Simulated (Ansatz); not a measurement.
`[CH3][Al]1[CH]=[C]1F` + `C[SiH2][NH][AlH2]` → `C[SiH2][N](C)[AlH2]` + `F[C]1=[CH][AlH]1`  (substitution at a C–Al bond)

Calculated with Ansatz (gas phase, PBE0-D4/def2-TZVP geometries, no zero-point term in ΔE). CCSD(T)/CBS is the MP2 limit (def2-TZVPP, def2-QZVPP) plus CCSD(T) − MP2 in def2-TZVPP, frozen cores. DFT in def2-TZVPP. B3LYP here is the variant with VWN-RPA as its local correlation; programs differ in this. One conformer a species, not always the lowest.

| level | ΔE (kcal/mol) |
| --- | --- |
| r2SCAN-D4 | 23.8 |
| B3LYP-D4 | 22.0 |
| B3LYP | 24.0 |
| HF/def2-QZVPP | 23.0 |

(1) What does CCSD(T)/CBS give? (Best estimate.)

Largest T1 diagnostic among the species: 0.015.

Results:

(1) Computed: +22.9 kcal/mol. The listed levels differ from it by 0.9, -0.9, 1.1, 0.1 kcal/mol.

The D4 term adds −2.0 kcal/mol with B3LYP and −1.1 kcal/mol with PBE0; it sums over pairs of atoms, weighted by their polarisabilities, and B3LYP, whose exchange is more repulsive, gets the larger term.
